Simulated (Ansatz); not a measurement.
Geometry optimisation, Ansatz, RKS B3LYP-D4/def2-SVP.

input.yaml

```yaml
crystal:
  periodic: [false, false, false]
  atoms:
    - { symbol: B, position_ang: [0.0, 0.0, 0.0] }
    - { symbol: F, position_ang: [0.0, 0.0, 1.67] }
    - { symbol: Cl, position_ang: [1.6108, 0.0, -0.93] }
    - { symbol: Cl, position_ang: [-1.6108, 0.0, -0.93] }
    - { symbol: Si, position_ang: [0.094, -2.1331, 0.7095] }
    - { symbol: H, position_ang: [-0.6959, -2.9783, -0.1812] }
    - { symbol: H, position_ang: [1.4817, -2.5871, 0.7061] }
    - { symbol: H, position_ang: [-0.4425, -2.2202, 2.0645] }
    - { symbol: H, position_ang: [0.047, -1.0657, 1.6785] }
basis:
  gaussian: { orbitals: def2-SVP }
hamiltonian:
  xc: b3lyp
  dispersion: d4
relax:
  f_tol: 0.15
  max_steps: 25
  restrain:
    - { distance: [0, 4], at: 3.15, k: 30.0 }
    - { distance: [8, 1], at: 2.12, k: 30.0 }
    - { distance: [0, 1], at: 1.32, k: 30.0 }
    - { distance: [8, 4], at: 1.46, k: 30.0 }
```

Run as:

```bash
$ ansatz run input.yaml --threads 2 --pin off --max-ram 3072MiB --backend cpu --events-out ev --progress --plain --runs-dir out
```

Question: Where does it end, and by what steps?

Answer: The run converged. The restraints hold the end off the free minimum. After 10 steps the energy has fallen by 5.763 eV (the restraints' own energy left out); F2 moved furthest, 1.16 Å.

```
step  energy less start (eV)  largest force component (eV/Å)  accepted
   0                  0.0000                           6.112       yes
   1                 -0.6093                           4.049       yes
   2                 -1.4349                           3.504       yes
   3                 -2.2808                           2.623       yes
   4                 -3.5654                           2.451       yes
   5                 -4.5361                           2.007       yes
   6                 -5.2240                           1.262       yes
   7                 -5.6140                           0.746       yes
   8                 -5.7329                           0.629       yes
   9                 -5.7576                           0.568       yes
  10                 -5.7628                           0.612       yes
```

```xyz
9
Properties=species:S:1:pos:R:3
B -0.047 0.409 -0.077
F 0.128 0.998 1.089
Cl 1.360 -0.018 -1.041
Cl -1.674 0.220 -0.708
Si 0.144 -2.519 1.099
H -0.454 -2.739 -0.243
H 1.581 -2.911 1.086
H -0.594 -3.325 2.113
H 0.041 -1.099 1.469
```

Time of the run: 31 s on 2 threads of Arm Neoverse V2 (shared host), peak memory 0.23 GiB.
